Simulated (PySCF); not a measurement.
**Correlation energy of Mo²⁺ (molybdenum, charge +2)**

[Kr] 4d4, high-spin 5D determinant. Calculation: PySCF 2.14, in aug-cc-pwCVDZ-PP with ECP28MDF; a scalar-relativistic core potential. Frozen: 4s2 4p6; 4 electrons correlated.

```tsv
level	correlation energy (mhartree)
CCSD	-39.63
(T)	-0.22
CCSD(T)	-39.85
```

Diagnostics: T1 = 0.00078, D1 = 0.0015, largest double amplitude 0.022.

Cost of the coupled-cluster step: roughly 2.8 core-seconds, for 4 correlated electrons.
